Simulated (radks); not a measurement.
All-electron atom: Pr47+ in [He] 2s1.75 2p6 3s2 4s0.25 (fractional occupations, a model configuration).

All-electron calculation, non-relativistic Kohn-Sham, B86b exchange with PBE correlation, spin-polarised, spherical densities, point nucleus; open shells are filled with parallel spins first (spin-orbit coupling, left out, can overturn this in heavy ions); relativity is left out, which matters for an element this heavy. Program: a radial shooting solver on a logarithmic mesh with Libxc functionals.

Energy parts (eV):
part                      energy
total                 -181805.41
kinetic                181792.23
electron-nucleus      -378971.57
Hartree                 18158.65
exchange-correlation    -2784.72

Orbitals (lengths in bohr, moments of r in powers of bohr; r(max) is where P^2 peaks; r(90%) holds 90 % of the orbital's charge):
\begin{tabular}{lrrrrr}
orbital & occ. & eigenvalue (eV) & r(max) & r(90%) & <r^2> \\ \hline
1s up & 1 & -43002.49 & 0.01705 & 0.0457 & 0.0008838 \\
1s down & 1 & -42999.60 & 0.01705 & 0.0457 & 0.0008838 \\
2s up & 1 & -9284.592 & 0.09285 & 0.165 & 0.01364 \\
2s down & 0.75 & -9279.823 & 0.09285 & 0.165 & 0.01365 \\
2p up & 3 & -9005.600 & 0.07231 & 0.147 & 0.01013 \\
2p down & 3 & -9001.537 & 0.07230 & 0.147 & 0.01013 \\
3s up & 1 & -3835.012 & 0.2433 & 0.368 & 0.07367 \\
3s down & 1 & -3833.117 & 0.2434 & 0.368 & 0.07366 \\
4s up & 0.25 & -2082.074 & 0.4730 & 0.653 & 0.2437 \\
4s down & 0 & -2077.687 & 0.4726 & 0.652 & 0.2431 \\
\end{tabular}

The highest occupied level is 4s up at -2082.1 eV. Virial ratio -V/T = 2.00007. The density falls to 0.001 e/bohr^3 at r = 0.91 bohr. The electron density at the nucleus is 1.45e+05 e/bohr^3. Summed over all electrons, <r^2> = 0.2947 bohr^2, which gives a Langevin (diamagnetic) susceptibility term of -0.233 x 10^-6 cm^3/mol. Spin moment in Bohr magnetons: 0.5.
